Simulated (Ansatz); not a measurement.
Reaction (germylene formation by 1,1-elimination): `[OH][GeH2][NH][SiH](O)O` → `[OH][GeH]` + `N[SiH](O)O`

Gas-phase electronic energies from Ansatz, PBE0-D4/def2-TZVP geometries. CBS: MP2 limit from def2 TZ/QZ plus the TZ coupled-cluster correction, frozen cores. This one scheme is used for every species. DFT in def2-TZVPP. For Ge outer-core shells are correlated without core-valence functions, which leaves a few kJ/mol of doubt a bond. Scalar relativity is left out up to krypton. One conformer a species, not always the lowest.

```tsv
level	ΔE (kcal/mol)
r2SCAN	34.3
CCSD/def2-TZVPP	35.4
SCS-MP2/def2-QZVPP	35.0
CCSD/CBS(def2)	32.9
```

**Question.** What does CCSD(T)/CBS give? (Best estimate.)

**Answer.** The calculation gave: +33.8 kcal/mol. The listed levels differ from it by 0.5, 1.6, 1.2, -0.9 kcal/mol.

Largest T1 diagnostic among the species: 0.016.

In def2-TZVPP, CCSD(T) changes the Hartree–Fock value by +5.9 kcal/mol (the triples alone add +0.8 kcal/mol) and MP2 by +8.9 kcal/mol. From PBE to PBE0 (25 % exact exchange), in def2-TZVPP and without D4, ΔE moves by +4.6 kcal/mol.
